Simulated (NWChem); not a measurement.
Molecule: C2H2I2; SMILES I/C=C\I

All runs: NWChem. Coordinates come from a PBE0/def2-SVP optimisation. def2 effective core potentials on I; no spin-orbit coupling.

Q: Predict the results for PBE0/def2-SVP. Quantities: highest occupied level (eV); orbital gap (eV); dipole (D).

A: 
```json
{
 "highest occupied level (eV)": "-6.91",
 "orbital gap (eV)": "5.69",
 "dipole (D)": "1.07"
}
```
